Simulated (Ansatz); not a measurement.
Species: WF3 (charge 0, quartet). The spin state was set by rule; other spins were not relaxed. 
Structure (B3LYP-D3(BJ)/def2-TZVP (Ansatz, an electronic-structure program) minimum search):
```
W
F 1 1.8778
F 1 1.8778 2 120.00
F 1 1.8778 2 120.00 3 -180.00
```
Charge 0, spin multiplicity 4.

Total electronic energies in hartree. Cores are frozen in the correlated levels unless marked. UHF or UKS for open shells. No spin-orbit coupling. The frozen core is the preceding noble-gas configuration, with the filled d and f shells of earlier blocks. In def2 rows, elements after Kr have scalar-relativistic effective core potentials. Basis-set limits of correlation are two-point, X^-3; Hartree-Fock from the larger set. [CCSD(T)-MP2]/basis is that difference in the basis named.

```csv
level,program,energy (Eh)
RI-HF/def2-QZVPP,Ansatz,-365.01343
PBE-D3(BJ)/def2-TZVPD,Ansatz + dftd3,…
revPBE/def2-TZVPD,Ansatz,…
BHLYP-D3(BJ)/def2-TZVPD,Ansatz + dftd3,-366.62617
CAM-B3LYP-D3(BJ)/def2-TZVPD,Ansatz + dftd3,-366.75157
B2PLYP/def2-TZVPD,Ansatz,…
MP2/def2-SVPD,Ansatz,-365.33196
MP2/def2-TZVPP,Ansatz,-365.89877
"RI-MP2/CBS(def2-TZVPP,def2-QZVPP)+[CCSD(T)-MP2]/def2-TZVPP",Ansatz,-366.0821
```

### Question
Some entries are withheld; supply them.

### Answer

- PBE-D3(BJ)/def2-TZVPD, energy (Eh): -366.62718
- revPBE/def2-TZVPD, energy (Eh): -366.83588
- B2PLYP/def2-TZVPD, energy (Eh): -366.51213
